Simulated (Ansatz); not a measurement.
System: H$_{5}$Si$_{2}$O, charge 0, doublet. H5Si2O (SMILES [O][SiH2][SiH3], doublet).
B3LYP-D3(BJ)/def2-TZVP minimum from Ansatz (a program for electronic structure):
```
Si
H 1 1.4745
H 1 1.4746 2 112.41
H 1 1.4877 2 110.11 3 -123.17
Si 1 2.4208 2 108.54 4 -116.87
O 5 1.5950 1 83.79 2 -60.86
H 5 1.4844 6 118.95 1 -110.32
H 5 1.4844 7 110.33 6 142.63
```
Charge 0, spin multiplicity 2.

Atomisation energy term by term, kcal/mol (programs: Ansatz). UHF or UKS for unpaired electrons; spin-orbit terms are left out. Correlated methods leave the cores frozen. Rows without X2C or -DK are non-relativistic. CBS(X,Y): correlation extrapolated as X^-3, Hartree-Fock from the larger set. A bracket is a step between two methods taken in the basis named. '+ core + X2C': CCSD(T) terms for core correlation (cc-pwCVTZ, 1s frozen past Ne) and scalar relativity (cc-pVTZ-DK). For partners of very few electrons the exact lower level stands in for a higher one.

```csv
term,basis,kcal/mol
Hartree-Fock,cc-pV(Q+d)Z,406.03
CCSD correlation,"CBS(cc-pV(T+d)Z,cc-pV(Q+d)Z)",140.60
(T),"CBS(cc-pV(T+d)Z,cc-pV(Q+d)Z)",7.66
CCSDT(Q) - CCSD(T),cc-pV(D+d)Z,1.16
core correlation,cc-pwCVTZ,-0.02
scalar relativity,"X2C, cc-pVTZ-DK",-1.45
sum: De,,554.0
```
